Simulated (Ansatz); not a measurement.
Relaxation of BBrClH₂N (6 atoms, charge 0, multiplicity 1), to a largest force component of 0.03 eV/Å in at most 50 steps.

Theory: RKS PBE/def2-SVP in Ansatz 0.2.0.

```xyz
6
Properties=species:S:1:pos:R:3
B -0.027 0.528 -0.228
Br 1.635 1.478 0.378
N -0.127 -0.778 0.237
H 0.632 -1.119 0.826
Cl -1.220 1.314 -1.254
H -0.892 -1.424 0.041
```

Task: Where does it end, and by what steps?

Result: The run converged. After 5 steps the energy has fallen by 0.067 eV; H4 moved furthest, 0.13 Å.

```tsv
step	energy less start (eV)	largest force component (eV/Å)	accepted
0	0.0000	0.823	yes
1	-0.0456	0.428	yes
2	-0.0611	0.190	yes
3	-0.0652	0.170	yes
4	-0.0665	0.095	yes
5	-0.0666	0.008	yes
```

```xyz
6
Properties=species:S:1:pos:R:3
B 0.035 0.536 -0.195
Br 1.598 1.562 0.322
N -0.105 -0.780 0.251
H 0.587 -1.235 0.846
Cl -1.205 1.272 -1.228
H -0.911 -1.356 0.003
```

Whether the end is a true minimum wasn't checked by a vibrational analysis.

The run took 13 s on 2 threads of Intel(R) Xeon(R) Platinum 8259CL CPU @ 2.50GHz (Skylake/Cascade Lake), with other jobs on the host, peak memory 0.16 GiB.
